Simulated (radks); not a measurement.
Spherical quantum dot in the effective-mass picture: electrons in a parabolic well V = omega^2 r^2 / 2 with omega = 0.105, with a point charge +1 (a donor) at the centre, all in effective atomic units (hartree* = m*/eps^2 hartree, bohr* = eps/m* bohr), one dielectric constant everywhere. Calculated with a radial shooting solver with Libxc functionals: non-relativistic Kohn-Sham, LDA (Slater exchange, Perdew-Wang correlation), spin-polarised, spherical densities. Levels are named by radial order and angular momentum (1s, 1p, 1d, 2s, ...), and open shells are averaged over m. Results are scaled to m* = 0.208 and eps = 11.3, for which hartree* = 44.33 meV and bohr* = 2.875 nm.

N = 27, configuration 1s2 1p6 1d10 2s2 1f(up 7, down 0). This is the lowest configuration that the search found. Occupied and some empty levels:

level    occupation  eigenvalue (meV)  <r> (nm)
1s down           1            121.47     7.740
1s up             1            121.50     8.196
2s up             1            123.87     26.30
1p up             3            124.11     27.57
2s down           1            124.36     26.01
1p down           3            124.60     26.77
1d up             5            125.21     29.83
1d down           5            125.77     29.52
1f up             7            126.56     31.50
1f down           0            127.15     31.45
2p up             0            127.74     24.72
2p down           0            128.00     25.00
1g up             0            128.14     32.89
1g down           0            128.74     32.98
2d up             0            129.70     27.59
2d down           0            130.00     27.56

Energy (meV): total 1925.54, kinetic 89.670, external 496.21, Hartree 1501.2, exchange-correlation -161.55.
